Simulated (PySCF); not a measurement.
C2H10FNSi2, SMILES C([SiH2][Si@H](F)N)C.

Geometry optimised at PBE0-D3(BJ)/def2-SVP. The structure was generated by enumeration; whether it is a known compound was not checked. The values are those of a single conformer.

These are TDA-PBE/def2-SVPD (PySCF) values and carry that method's errors.

Vertical excitations. Gas-phase values at a fixed geometry.

Computed excitation energies, oscillator strengths and character:
```tsv
state	energy (eV)	λ (nm)	f	main pairs
S1	5.99	207	0.016	HOMO→LUMO 80 %
S2	6.19	200	0.014	HOMO−1→LUMO 71 %, HOMO−1→LUMO+1 15 %
S3	6.22	199	0.041	HOMO→LUMO+1 84 %
S4	6.40	194	0.025	HOMO−1→LUMO+1 79 %, HOMO−1→LUMO 12 %
S5	6.70	185	0.002	HOMO−2→LUMO 60 %, HOMO→LUMO+2 32 %
S6	6.81	182	0.036	HOMO→LUMO+2 49 %, HOMO−2→LUMO 19 %, HOMO−2→LUMO+1 10 %
T1	5.45	227	0	HOMO→LUMO 82 %, HOMO−1→LUMO 16 %
T2	5.73	216	0	HOMO→LUMO+1 63 %, HOMO−1→LUMO 25 %
```
Triplets are in the Tamm–Dancoff approximation.
